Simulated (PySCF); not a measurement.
Shapes and spin states of MoSCl2

All numbers come from B3LYP/[Mo def2-SVP with ECP28, S def2-SVP, Cl def2-SVP], scalar-relativistic core potentials, density fitting, no spin–orbit coupling, PySCF.

Relaxations began from a few typed shapes and spin states; open shells are unrestricted. The search is not exhaustive: other isomers or separated fragments can lie lower, and high-lying points may rest on an excited occupation.

```
                                                 spin  group                             bonds                                angles  imaginary modes (cm⁻¹)  ΔE (kJ/mol)  ΔE with ZPE (kJ/mol)
                                              triplet    C2v  Mo–Cl 2.285 Å (×2), Mo–S 2.097 Å  Cl–Mo–Cl 121.9°, Cl–Mo–S 119.1° (×2)                    none          0.0                   0.0
                               broken-symmetry Ms = 0    C2v  Mo–Cl 2.245 Å (×2), Mo–S 2.081 Å  Cl–Mo–Cl 130.7°, Cl–Mo–S 114.6° (×2)                    none         48.6                  49.0
singlet (closed shell, unstable to spin polarisation)    C2v  Mo–Cl 2.244 Å (×2), Mo–S 2.078 Å  Cl–Mo–Cl 130.6°, Cl–Mo–S 114.7° (×2)                    none         48.8                  49.3
```

The lowest minimum found is the triplet C2v: Mo–Cl 2.285 Å (×2), Mo–S 2.097 Å; Cl–Mo–Cl 121.9°, Cl–Mo–S 119.1° (×2).

Formally Mo is in oxidation state +4, d2, with 2 unpaired electrons (the high-spin count). The Mulliken spin on Mo is 2.22. The polar-tensor charge on Mo, 1.39, is far below the formal one.

For the lowest minimum: other spin states or occupations of the open shell can lie lower.

The electron or spin density has lower symmetry than the nuclear frame for the broken-symmetry Ms = 0 C2v at 48.6 kJ/mol.
